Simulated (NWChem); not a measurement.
TiF$_{3}$, doublet; SMILES [F][Ti]([F])[F]

```xyz
4

Ti     0.0000     0.0000     0.0000
F     -1.6871     0.5049     0.0000
F      1.2808     1.2086     0.0000
F      0.4063    -1.7135     0.0000
```
Atoms are numbered in this order, from 1.

In the optimisation the excess spin sits in a' (C3h, its own frame). Coordinates come from a PBE-D3(BJ)/def2-SVP, spin-unrestricted optimisation. This spin state was assumed; another may lie lower. No stability test was run on the SCF state.

Q: List the 6 lowest vertical excitations from BHandHLYP/6-31G* (spherical d), spin-unrestricted, TDA (NWChem).

A: 
| state | energy (eV) | oscillator strength | <S²> |
|---|---|---|---|
| state 1 | 0.76 | 0.000 | 0.80 |
| state 2 | 0.76 | 0.000 | 0.80 |
| state 3 | 2.69 | 0.001 | 0.79 |
| state 4 | 2.69 | 0.001 | 0.79 |
| state 5 | 6.10 | 0.000 | 0.78 |
| state 6 | 6.70 | 0.116 | 0.79 |
